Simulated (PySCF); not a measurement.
Sb2, charge +1, doublet, at a GFN2-xTB geometry (a state made from the parent by changing its charge; the spin is typed, not shown lowest) (all electrons, no relativity); SVWN5/STO-3G run with PySCF.

The PySCF input:
```python
from pyscf import gto, scf, dft

mol = gto.Mole()
mol.atom = '''
    Sb   -0.00000000   -0.00000000   -1.34486088
    Sb    0.00000000    0.00000000    1.34486088
'''
mol.basis = 'sto-3g'
mol.charge = 1
mol.spin = 1
mol.verbose = 4
mol.build()

mf = dft.UKS(mol)
mf.xc = 'lda,vwn'
mf.diis_space = 12
mf.kernel()
mf.analyze()
```

### Question
What does PySCF print? Leave out banner, timings and long lists.

### Answer

```
PySCF version 2.14.0

[INPUT] verbose = 4
[INPUT] num. atoms = 2
[INPUT] num. electrons = 101
[INPUT] charge = 1
[INPUT] spin (= nelec alpha-beta = 2S) = 1
[INPUT] symmetry False subgroup None
[INPUT] Mole.unit = angstrom
[INPUT] Symbol           X                Y                Z      unit          X                Y                Z       unit  Magmom
[...]
nuclear repulsion = 511.72204726593
number of shells = 22
number of NR pGTOs = 162
number of NR cGTOs = 54
basis = sto-3g
ecp = {}

******** <class 'pyscf.dft.uks.UKS'> ********
method = UKS
initial guess = minao
damping factor = 0
level_shift factor = 0
DIIS = <class 'pyscf.scf.diis.CDIIS'>
diis_start_cycle = 1
diis_space = 12
diis_damp = 0
SCF conv_tol = 1e-09
SCF conv_tol_grad = None
SCF max_cycles = 50
direct_scf = True
direct_scf_tol = 1e-13
number electrons alpha = 51  beta = 50
XC library pyscf.dft.libxc version 7.1.2
    S. Lehtola, C. Steigemann, M. J. T. Oliveira, and M. A. L. Marques,  SoftwareX 7, 1–5 (2018)
XC functionals = lda,vwn
    P. A. M. Dirac,  Math. Proc. Cambridge Philos. Soc. 26, 376 (1930)
    F. Bloch,  Z. Phys. 57, 545 (1929)
    S. H. Vosko, L. Wilk, and M. Nusair,  Can. J. Phys. 58, 1200 (1980)
radial grids:
    Treutler-Ahlrichs [JCP 102, 346 (1995); DOI:10.1063/1.469408] (M4) radial grids

becke partition: Becke, JCP 88, 2547 (1988); DOI:10.1063/1.454033
pruning grids: <function nwchem_prune>
grids dens level: 3
symmetrized grids: False
atomic radii adjust function: <function treutler_atomic_radii_adjust>
small_rho_cutoff = 0
Set gradient conv threshold to 3.16228e-05
tot grids = 43920
init E= -12459.3260623522

cycle= 1 E= -12494.8982318159  delta_E= -35.6  |g|= 0.162  |ddm|= 1.86
cycle= 2 E= -12494.9067672546  delta_E= -0.00854  |g|= 0.00878  |ddm|= 1.57
cycle= 3 E= -12494.9068454163  delta_E= -7.82e-05  |g|= 0.00368  |ddm|= 1.57
cycle= 4 E= -12494.9068545215  delta_E= -9.11e-06  |g|= 0.0022  |ddm|= 1.57

cycle= 5 E= -12494.9068550079  delta_E= -4.86e-07  |g|= 0.00188  |ddm|= 1.57

cycle= 6 E= -12494.9068551392  delta_E= -1.31e-07  |g|= 0.00178  |ddm|= 1.57
cycle= 7 E= -12494.9068519047  delta_E= 3.23e-06  |g|= 0.0036  |ddm|= 1.57
cycle= 8 E= -12494.9068541712  delta_E= -2.27e-06  |g|= 0.00247  |ddm|= 1.57
cycle= 9 E= -12494.9068525779  delta_E= 1.59e-06  |g|= 0.0033  |ddm|= 0.01
cycle= 10 E= -12494.9068521746  delta_E= 4.03e-07  |g|= 0.00348  |ddm|= 1.57
cycle= 11 E= -12494.9068522532  delta_E= -7.87e-08  |g|= 0.00345  |ddm|= 0.000642
cycle= 12 E= -12494.9068522885  delta_E= -3.53e-08  |g|= 0.00343  |ddm|= 0.000207
cycle= 13 E= -12494.9068522248  delta_E= 6.37e-08  |g|= 0.00346  |ddm|= 0.000114
cycle= 14 E= -12494.90685227  delta_E= -4.52e-08  |g|= 0.00344  |ddm|= 9.35e-05
cycle= 15 E= -12494.906852219  delta_E= 5.1e-08  |g|= 0.00346  |ddm|= 2.88e-05
cycle= 16 E= -12494.9068524456  delta_E= -2.27e-07  |g|= 0.00336  |ddm|= 0.000104

cycle= 17 E= -12494.906844533  delta_E= 7.91e-06  |g|= 0.00593  |ddm|= 0.00219
cycle= 18 E= -12494.9068520525  delta_E= -7.52e-06  |g|= 0.00353  |ddm|= 0.00997

cycle= 19 E= -12494.9068456347  delta_E= 6.42e-06  |g|= 0.00564  |ddm|= 0.00232

cycle= 20 E= -12494.9068450885  delta_E= 5.46e-07  |g|= 0.00579  |ddm|= 0.00321
cycle= 21 E= -12494.9068526541  delta_E= -7.57e-06  |g|= 0.00326  |ddm|= 1.57
cycle= 22 E= -12494.9068526545  delta_E= -4.33e-10  |g|= 0.00326  |ddm|= 0.000351
cycle= 23 E= -12494.9068526489  delta_E= 5.63e-09  |g|= 0.00326  |ddm|= 0.00978
cycle= 24 E= -12494.9068525775  delta_E= 7.14e-08  |g|= 0.00331  |ddm|= 0.166
cycle= 25 E= -12494.9068528166  delta_E= -2.39e-07  |g|= 0.00319  |ddm|= 0.0882
cycle= 26 E= -12494.9068529977  delta_E= -1.81e-07  |g|= 0.00311  |ddm|= 0.0357

cycle= 27 E= -12494.9068549376  delta_E= -1.94e-06  |g|= 0.00185  |ddm|= 0.861
cycle= 28 E= -12494.9068537754  delta_E= 1.16e-06  |g|= 0.00263  |ddm|= 1.57
cycle= 29 E= -12494.9068513613  delta_E= 2.41e-06  |g|= 0.00382  |ddm|= 1.05

cycle= 30 E= -12494.9068463923  delta_E= 4.97e-06  |g|= 0.00544  |ddm|= 0.312
cycle= 31 E= -12494.9068531383  delta_E= -6.75e-06  |g|= 0.00297  |ddm|= 1.31
cycle= 32 E= -12494.9068502839  delta_E= 2.85e-06  |g|= 0.00423  |ddm|= 1.17
cycle= 33 E= -12494.9068522211  delta_E= -1.94e-06  |g|= 0.00343  |ddm|= 1.42
cycle= 34 E= -12494.9068525522  delta_E= -3.31e-07  |g|= 0.00328  |ddm|= 1.18
cycle= 35 E= -12494.9068542384  delta_E= -1.69e-06  |g|= 0.0024  |ddm|= 1.09
cycle= 36 E= -12494.9068529971  delta_E= 1.24e-06  |g|= 0.00305  |ddm|= 1.51
cycle= 37 E= -12494.9068523048  delta_E= 6.92e-07  |g|= 0.00343  |ddm|= 0.745
cycle= 38 E= -12494.9068526238  delta_E= -3.19e-07  |g|= 0.00329  |ddm|= 0.0588
cycle= 39 E= -12494.9068537073  delta_E= -1.08e-06  |g|= 0.00273  |ddm|= 0.241
cycle= 40 E= -12494.9068545326  delta_E= -8.25e-07  |g|= 0.00216  |ddm|= 0.979

cycle= 41 E= -12494.9068550797  delta_E= -5.47e-07  |g|= 0.0018  |ddm|= 0.903
cycle= 42 E= -12494.9068529345  delta_E= 2.15e-06  |g|= 0.00313  |ddm|= 1.57
cycle= 43 E= -12494.9068545248  delta_E= -1.59e-06  |g|= 0.00225  |ddm|= 0.353
cycle= 44 E= -12494.9068529611  delta_E= 1.56e-06  |g|= 0.00311  |ddm|= 1.52
cycle= 45 E= -12494.9068502803  delta_E= 2.68e-06  |g|= 0.00423  |ddm|= 0.438
cycle= 46 E= -12494.9068518514  delta_E= -1.57e-06  |g|= 0.00363  |ddm|= 0.133
cycle= 47 E= -12494.9068536572  delta_E= -1.81e-06  |g|= 0.00276  |ddm|= 0.257
cycle= 48 E= -12494.9068544856  delta_E= -8.28e-07  |g|= 0.00226  |ddm|= 0.0416
cycle= 49 E= -12494.9068537894  delta_E= 6.96e-07  |g|= 0.00262  |ddm|= 1.28
cycle= 50 E= -12494.9068541709  delta_E= -3.82e-07  |g|= 0.0024  |ddm|= 0.188
SCF not converged.
SCF energy = -12494.9068541709 after 50 cycles  <S^2> = 0.75013619  2S+1 = 2.0001362
**** SCF Summaries ****
Total Energy =                      -12494.906854170927545
Nuclear Repulsion Energy =             511.722047265929973
One-electron Energy =               -18263.991750941018836
Two-electron Energy =                 5257.362849504161204
Two-electron Coulomb Energy =         5578.122539628001505
DFT Exchange-Correlation Energy =     -320.759690123840642
**** MO energy ****
                             alpha | beta                alpha | beta
[...]
To work with the spin densities directly, `use mulliken_meta_spin()` only printing them here.

 ** Mulliken spin pop alpha/beta on meta-lowdin orthogonal AOs **
 ** Mulliken Spin Density (per AO)  **
spin_pop of  0 Sb 1s        0.00000
spin_pop of  0 Sb 2s        0.00000
spin_pop of  0 Sb 3s        0.00000
spin_pop of  0 Sb 4s        0.00000
spin_pop of  0 Sb 5s        0.00270
spin_pop of  0 Sb 2px       0.00000
spin_pop of  0 Sb 2py       0.00000
spin_pop of  0 Sb 2pz      -0.00000
spin_pop of  0 Sb 3px       0.00001
spin_pop of  0 Sb 3py       0.00000
spin_pop of  0 Sb 3pz      -0.00000
spin_pop of  0 Sb 4px       0.00050
spin_pop of  0 Sb 4py       0.00000
spin_pop of  0 Sb 4pz      -0.00001
spin_pop of  0 Sb 5px       0.47807
spin_pop of  0 Sb 5py       0.02129
spin_pop of  0 Sb 5pz      -0.00263
spin_pop of  0 Sb 3dxy     -0.00000
spin_pop of  0 Sb 3dyz      0.00000
spin_pop of  0 Sb 3dz^2    -0.00000
spin_pop of  0 Sb 3dxz      0.00000
spin_pop of  0 Sb 3dx2-y2   -0.00000
spin_pop of  0 Sb 4dxy     -0.00000
spin_pop of  0 Sb 4dyz      0.00000
spin_pop of  0 Sb 4dz^2    -0.00005
spin_pop of  0 Sb 4dxz      0.00020
spin_pop of  0 Sb 4dx2-y2   -0.00000
spin_pop of  1 Sb 1s        0.00000
spin_pop of  1 Sb 2s        0.00000
spin_pop of  1 Sb 3s        0.00000
spin_pop of  1 Sb 4s        0.00000
spin_pop of  1 Sb 5s        0.00270
spin_pop of  1 Sb 2px       0.00000
spin_pop of  1 Sb 2py       0.00000
spin_pop of  1 Sb 2pz      -0.00000
spin_pop of  1 Sb 3px       0.00001
spin_pop of  1 Sb 3py       0.00000
spin_pop of  1 Sb 3pz      -0.00000
spin_pop of  1 Sb 4px       0.00050
spin_pop of  1 Sb 4py       0.00000
spin_pop of  1 Sb 4pz      -0.00001
spin_pop of  1 Sb 5px       0.47800
spin_pop of  1 Sb 5py       0.02121
spin_pop of  1 Sb 5pz      -0.00265
spin_pop of  1 Sb 3dxy     -0.00000
spin_pop of  1 Sb 3dyz      0.00000
spin_pop of  1 Sb 3dz^2    -0.00000
spin_pop of  1 Sb 3dxz      0.00000
spin_pop of  1 Sb 3dx2-y2   -0.00000
spin_pop of  1 Sb 4dxy     -0.00000
spin_pop of  1 Sb 4dyz      0.00000
spin_pop of  1 Sb 4dz^2    -0.00005
spin_pop of  1 Sb 4dxz      0.00020
spin_pop of  1 Sb 4dx2-y2   -0.00000
 ** Mulliken Spin Density (per atom)  **
spin density of  0 Sb =      0.50009
spin density of  1 Sb =      0.49991
 ** Mulliken pop alpha/beta on meta-lowdin orthogonal AOs **
 ** Mulliken pop       alpha | beta **
In total            51.00000 | 50.00000
 ** Mulliken atomic charges   ( Nelec_alpha | Nelec_beta ) **
charge of  0Sb =      0.49997  (    25.50006     24.99997 )
charge of  1Sb =      0.50003  (    25.49994     25.00003 )

WARN: System has nonzero charge 1; the dipole moment is origin-dependent.
Location of origin: [0. 0. 0.]

Dipole moment(X, Y, Z, Debye): -0.00010,  0.00001,  0.00043
```

Convergence was not reached.
